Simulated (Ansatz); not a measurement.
Isolated molecules relaxed with PBE0-D4/def2-TZVP in Ansatz; ΔE leaves out vibrations. CBS: MP2 limit from def2 TZ/QZ plus the TZ coupled-cluster correction, frozen cores. Functionals use def2-TZVPP. Each species was taken in one conformer, which may not be the lowest.

Reaction (cleavage of the Si–Al bond): `[CH3][Al]([OH])[SiH2]F` + `O[SiH](O)O` → `O[SiH](O)O[SiH2]F` + `[CH3][AlH][OH]`

Problem. Is it downhill or uphill in electronic energy at CCSD(T)/CBS, and by how much? (An estimate is asked.)

Solution. Ansatz gave: Downhill: ΔE = -32.6 kcal/mol.

Problem. What do these levels give: revPBE-D4, PBE0-D4, BHLYP-D4, BHLYP, LC-ωPBE, HF/def2-SVP, CCSD/def2-SVP, CCSD(T)/def2-SVP, MP2/def2-TZVPP, SCS-MP2/def2-QZVPP, MP2/CBS(def2), CCSD/CBS(def2)? (An estimate is asked.)

Solution. Ansatz gave: revPBE-D4 -26.1, PBE0-D4 -28.1, BHLYP-D4 -35.2, BHLYP -34.9, LC-ωPBE -30.1, HF/def2-SVP -36.4, CCSD/def2-SVP -32.8, CCSD(T)/def2-SVP -32.3, MP2/def2-TZVPP -34.6, SCS-MP2/def2-QZVPP -35.4, MP2/CBS(def2) -34.6, CCSD/CBS(def2) -33.4 kcal/mol.

Largest T1 diagnostic among the species: 0.012.

From PBE to PBE0 (25 % exact exchange), in def2-TZVPP and without D4, ΔE moves by −2.6 kcal/mol. In def2-TZVPP, CCSD(T) changes the Hartree–Fock value by +5.8 kcal/mol (the triples alone add +0.8 kcal/mol) and MP2 by +3.9 kcal/mol.
